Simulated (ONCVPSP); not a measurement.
What one change does to a pseudopotential (gallium (Ga), ONCV)

```
Element                 : Ga (Z = 31)
Generator               : ONCVPSP 4.0.1
Type                    : optimised norm-conserving Vanderbilt (ONCV)
Functional              : PBE
Relativity              : scalar-relativistic
Frozen core             : [Ne]
Valence charge          : 21
Reference configuration : 3s2 3p6 3d10 4s1.5 (charge +1.5)
Partial waves           : 3s+4s: rc 0.90 bohr, ncon 4, nbas 8, qcut 15.8 1/bohr, 2 projectors; 3p: rc 0.65 bohr, ncon 5, nbas 8, qcut 13.2 1/bohr, 2 projectors, debl 1 Ha; 3d: rc 1.35 bohr, ncon 4, nbas 9, qcut 13.5 1/bohr, 1 projector
Local potential         : polynomial inside 0.50 bohr (lpopt 5, dvloc0 2 Ha)
Core correction         : Teter function, fcfact 2.75, rcfact 1.3
```

In the p channel the program set the typed energies aside and used -4.153, 0.250 Ha.

Change: p: rc 0.46; local potential polynomial inside 0.46 bohr (lpopt 5, dvloc0 2 Ha).

Cutoffs: the cutoffs (Ha) at which the residual kinetic energy of the hardest occupied pseudo-wave falls to 1 and 0.1 mHa per electron; they do not see the model core or the augmentation charge, which bear on the density cutoff. Errors are all-electron minus pseudo energies relative to the spin-unpolarised reference configuration.

Task: How do hardness, ghosts and transferability respond?

Result: The potential gets harder (188 Ha and 402 Ha → 971 Ha and 1084 Ha); a bound ghost appears in p, which as a rule spoils a file; of the 4 tests that both files solve, the error grows in 0 and shrinks in 1 by more than 15 % and 0.3 meV (median size 0.9 → 0.9 meV). A smaller radius makes the pseudo-wave follow the all-electron one further in, where it bends more sharply, so more plane waves are needed.

```csv
quantity,base,changed
"cutoff, loose",188 Ha,971 Ha
"cutoff, tight",402 Ha,1084 Ha
loose cutoff by channel,"s 82 Ha, p 188 Ha, d 66 Ha","s 82 Ha, p 971 Ha, d 66 Ha"
bound ghosts,none,p
GHOST(+) flags under 300 eV,none,none
"error for 3s2 3p6 3d10 4s2 4p1, meV [ΔE -15.03 eV]",+1.7,+1.0
"error for 3s2 3p6 3d10 4s2, meV [ΔE -9.35 eV]",+0.9,+0.9
"error for 3s2 3p6 3d10 4s1, meV [ΔE 11.78 eV]",-0.6,-0.6
"error for 3s2 3p6 3d10 4s1 4p2, meV [ΔE -8.50 eV]",+0.9,-0.8
s: phases at 0.92 bohr within 0.05 rad from the reference energy up to (Ha; the scan ends near 5),to the end of the scan,to the end of the scan
d: phases at 1.37 bohr within 0.05 rad from the reference energy up to (Ha; the scan ends near 5),0.7,0.7
"rms error of d²Exc/dni dnj with the model core, mHa",0.77,0.79
```

 A true bound ghost makes a file unfit for plane-wave use even where its test errors are small: the radial tests pick states by their node count and pass the ghost by.
